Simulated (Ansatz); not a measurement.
Stepwise reaction of `[CH3][Y]([CH3])[Cl]` with hydrogen fluoride, as a gas-phase model of exchange steps in deposition or etching. ΔE in kJ/mol.

Program: Ansatz. Geometries: PBE0-D4/def2-TZVP. ΔE: electronic, gas phase. CCSD(T)/CBS is the MP2 limit (def2-TZVPP, def2-QZVPP) plus CCSD(T) − MP2 in def2-TZVPP, frozen cores. This one scheme is used for every species. DFT in def2-TZVPP. B3LYP here is the variant with VWN-RPA as its local correlation; programs differ in this. def2 core potentials past Kr. For Y outer-core shells are correlated without core-valence functions, which leaves a few kJ/mol of doubt a bond.

| step | reaction | PBE-D4 | B3LYP-D4 | ωB97M-V | CCSD(T)/CBS |
| --- | --- | --- | --- | --- | --- |
| 1 | `[CH3][Y]([CH3])[Cl]` + H–F → `[CH3][Y]([F])[Cl]` + CH₄ | -260.6 | -269.3 | -265.6 | -258.8 |
| 2 | `[CH3][Y]([F])[Cl]` + H–F → `[F][Y]([F])[Cl]` + CH₄ | -257.6 | -265.9 | -259.7 | -253.9 |

By hand: ΔE of the 2 steps together at CCSD(T)/CBS.

(-258.8) + (-253.9) = -512.7 kJ/mol, or -256.4 kJ/mol a step.

In ΔE the steps differ by no more than 4.9 kJ/mol. All are downhill at CCSD(T)/CBS. PBE-D4 differs from CCSD(T)/CBS by -3.7 to -1.8 kJ/mol a step. Isolated molecules leave out the surface, adducts and barriers. Largest T1 diagnostic: 0.014.
